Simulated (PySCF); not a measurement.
C4H9F. Atoms are numbered in the order given.

```xyz
14

C      1.5454    -1.2097    -0.6108
C      0.6865     0.0443    -0.7748
C     -0.1839     0.3721     0.4370
C     -1.2784    -0.6410     0.7299
F     -0.7874     1.6174     0.2102
H      2.2050    -1.3579    -1.4885
H      0.9291    -2.1257    -0.5049
H      2.1972    -1.1413     0.2854
H      1.3319     0.9286    -0.9608
H      0.0226    -0.0490    -1.6619
H      0.4695     0.4888     1.3351
H     -0.8504    -1.6266     1.0004
H     -1.9059    -0.2948     1.5741
H     -1.9297    -0.7733    -0.1583
```

Coordinates come from a PBE-D3(BJ)/def2-SVP optimisation. One conformer was computed; it need not be the lowest.

Computed with PySCF with PBE/pcSseg-1.

GIAO shieldings, no solvent; atoms listed in one row are averaged. δ = σ(ref) − σ: ¹³C against TMS (σ = 182.0 ppm); ¹⁹F against CFCl3 (σ = 133.6 ppm); ¹H against TMS (σ = 31.49 ppm), references at their B3LYP-D3(BJ)/def2-TZVP geometries, non-relativistic.

Task: Estimate the chemical shifts. (An estimate is asked for; the answer gives what the named calculation found.)

Result: 
```
nucleus          atoms  count  δ (ppm)
-------  -------------  -----  -------
¹³C                 C3      1    101.3
¹³C                 C2      1     38.7
¹³C                 C4      1     25.1
¹³C                 C1      1     15.6
¹⁹F                 F5      1   -206.0
¹H                 H11      1     5.00
¹H                  H9      1     2.42
¹H                 H10      1     1.83
¹H       H12, H13, H14      3     1.77
¹H          H6, H7, H8      3     1.37
```
